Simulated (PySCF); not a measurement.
Working out the ionisation energy of Pd⁺

Pd⁺ [Kr] 4d9 (2D) → Pd²⁺ [Kr] 4d8 (3F). All numbers are calculated (PySCF 2.14, scalar relativity through the core potential, in def2-TZVPPD with the def2 core potential (28 electrons)). Frozen: 4s2 4p6. Energies in hartree (1 hartree = 27.21139 eV):

```
            part  Pd⁺ (lower)  Pd²⁺ (upper)
             UHF  -126.801428   -126.161057
CCSD correlation    -0.267117     -0.207324
             (T)    -0.008353     -0.004804
```

**Question.** What does Hartree-Fock give?

**Answer.** (-126.161057) − (-126.801428) = 0.640371 hartree = 17.425 eV.

**Question.** What do CCSD and CCSD(T) give?

**Answer.** The CCSD correlation energies differ by 0.059793 hartree = 1.627 eV and the triples by 0.003549 hartree = 0.097 eV, so CCSD gives 19.052 eV and CCSD(T) 19.149 eV.

Reference: 19.43 ± 0.12 eV (semi-empirical (NIST evaluation); NIST Atomic Spectra Database, ionization energies), between the lowest levels; spin-orbit coupling is absent from the calculation.

What remains against the reference includes basis incompleteness, the frozen core and higher excitations.
